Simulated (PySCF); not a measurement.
```xyz
6
charge -1 multiplicity 1, angstrom
Se    0.0000    0.0000   -0.2553
Cl    0.0000    0.0000    1.9390
Cl    2.3964    0.0000   -0.3389
Cl    0.0000    2.3964   -0.3389
Cl   -2.3964    0.0000   -0.3389
Cl    0.0000   -2.3964   -0.3389
```

These are results of PBE0 in PySCF with Se def2-SVPD, Cl def2-SVPD; no relativity; density-fitted integrals, not measurements.

This geometry of SeCl₅⁻ is a stationary point at this level.

Problem. What is the point group?

Solution. C4v.

Problem. Is it a minimum?

Solution. Yes: all harmonic wavenumbers are real.

Problem. List the harmonic modes with their infrared intensities.

Solution. 
```tsv
symmetry	ω (cm⁻¹)	IR (km/mol, summed over degenerate members)	type
b1	74	0.0	bend
e	112	6.0	bend
a1	130	4.4	bend
b2	140	0.0	bend
e	166	10.5	bend
b1	239	0.0	stretch
a1	267	9.1	stretch
e	284	619	mixed
a1	375	35.8	stretch
```

Problem. Give the atomic charges and bond orders.

Solution. 
```
     atom  Mulliken  Löwdin  polar tensor  Mayer order to Se1
      Se1      1.29    0.10          2.56                   –
      Cl2     -0.26   -0.06         -0.41                0.86
Cl3,4,5,6     -0.51   -0.26         -0.79                0.54
```

In C4v the vibrations span 2b1 + 3e + 3a1 + b2. The b1, b2 modes carry no infrared intensity, as symmetry demands.

Other isomers or separated fragments may lie lower. The lowest empty level of this anion is unbound, so it and the gap depend on the basis.
